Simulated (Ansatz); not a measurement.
Ag2Sn (the lowest singlet isomer of a short search) was relaxed with B3LYP-D4 (def2-TZVP) in Ansatz in these states: neutral quintet, neutral singlet. The geometries follow in no particular order.

In the def2 sets Ag, Sn take a core potential; there is no spin–orbit coupling.

A:

```xyz
3

Ag   -1.145    0.959    0.734
Ag    1.571    0.062    0.543
Sn   -0.426   -1.020   -1.277
```

B:

```tsv
atom	x (Å)	y (Å)	z (Å)
Ag1	-1.317	-0.945	-0.640
Ag2	1.483	-0.464	0.789
Sn3	-0.166	1.409	-0.149
```

Q: Judge from the bond lengths which geometry belongs to which state (an estimate).

A: A is the neutral quintet (Ag1–Ag2 2.866 Å, Ag1–Sn3 2.911 Å, Ag2–Sn3 2.911 Å); B is the neutral singlet (Ag1–Ag2 3.180 Å, Ag1–Sn3 2.665 Å, Ag2–Sn3 2.665 Å).

At PBE0-D4/def2-TZVP a singlet lies 2.49 eV below the neutral quintet. These are the stationary points nearest to one start from a short search; other shapes may lie lower in each state.
